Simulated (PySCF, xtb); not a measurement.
C3H5ClOSi, SMILES C#CC[Si@@H](O)Cl.

GFN2-xTB (xtb 6.7.1) at its own geometry gives an orbital gap of 5.71 eV and a dipole moment of 1.69 D.

Geometry optimised at B3LYP-D3(BJ)/def2-SVP. The structure was generated by enumeration; whether it is a known compound was not checked. The values are those of a single conformer.

**Question.** What does PBE/def2-TZVP run with PySCF give? (The exact figures need the calculation; the answer reports its results.)

**Answer.** gap 5.74 eV (levels -6.36 and -0.62 eV), dipole 1.70 D.
